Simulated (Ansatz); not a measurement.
Ansatz results at the PBE0-D4/def2-TZVP geometry: size of the dipole moment (ωB97M-V/def2-TZVPP) 0.32 D; HOMO–LUMO gap (ωB97M-V/def2-TZVPP) 11.71 eV; HOMO energy (PBE0/def2-TZVPP) -8.07 eV.

Each molecule was computed in one conformer, which needn't be the lowest.

Question: Which molecule gave them?
A. `C[O][Al]([OH])[OH]`
B. `C[NH][Al]([F])[F]`
C. `C[NH][AlH][Cl]`
D. `[F][Al]([Cl])[Cl]`

Answer: A. The others give `[F][Al]([Cl])[Cl]`: 0.44, 12.30, -9.63; `C[NH][AlH][Cl]`: 2.16, 10.55, -7.09; `C[NH][Al]([F])[F]`: 2.49, 10.60, -7.27.
